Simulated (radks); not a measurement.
Q: Species: Eu2+. Configuration: [Xe] 4f5 6p2 (not the ground configuration). Method: Dirac Kohn-Sham, OLYP, spin-unpolarised, spherical densities, point nucleus; open shells are shared between the two j in proportion to 2j + 1; computed with a radial shooting solver on a logarithmic mesh with Libxc functionals.

Spin-orbit splittings of the eigenvalues, e(l+1/2) - e(l-1/2), with zeta = 2 splitting/(2l+1) and mean radii in bohr:

shell  occ.  splitting (eV)  zeta (eV)  <r> j=l-1/2  <r> j=l+1/2
2p        6           647.8      431.9      0.07907      0.08580
3p        6           132.1      88.09       0.2388       0.2516
3d       10           28.78      11.51       0.2234       0.2275
4p        6               ?          ?       0.5763       0.6050
4d       10           5.360      2.144       0.6409       0.6509
4f        5          0.7432     0.2123       0.8184       0.8265
5p        6           4.634      3.090        1.448        1.524
6p        2          0.6604     0.4402        3.682        3.828

Estimate the 4p splitting.

A: 29.51 eV (zeta = 19.67 eV).
